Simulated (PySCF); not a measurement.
# C₆ coefficients of unlike pairs at UHF

Calculated with PySCF 2.14 from the dipole response of each species, C₆(A,B) = (3/π) ∫ α_A(iu) α_B(iu) du, in atomic units, from isotropic polarisabilities. For ions this is the dispersion term alone; charge-induced terms of lower order in 1/R come first.

```csv
species,configuration,basis,relativity,α (bohr³),C₆ (like pair)
F⁺,[He] 2s2 2p4 (3P),aug-cc-pwCVTZ (7s6p4d2f),none,1.729,3.178
P²⁺,[Ne] 3s2 3p1 (2P),"aug-cc-pCVTZ-DK with one added diffuse shell each of s, p, d, f type (9s8p6d4f)",spin-free X2C,9.507,34.86
C,[He] 2s2 2p2 (3P),dyall-acv3z (15s9p4d2f),spin-free X2C,11.92,46.17
Al³⁺,[Ne] (1S),dyall-acv3z (19s12p6d4f),spin-free X2C,0.2646,0.2434
```

Estimate C₆ for Al³⁺ with P²⁺.

The integral gives 1.832. The combination rule 2 C_A C_B / (C_A α_B/α_A + C_B α_A/α_B) gives 1.747 and the geometric mean 2.913.

No spin-orbit coupling is included.

The other pairs:

```json
{"pair": "P²⁺, F⁺", "C₆": "9.334"}
{"pair": "C, F⁺", "C₆": "10.53"}
{"pair": "C, P²⁺", "C₆": "40.03"}
{"pair": "Al³⁺, C", "C₆": "2.028"}
{"pair": "Al³⁺, F⁺", "C₆": "0.7702"}
```
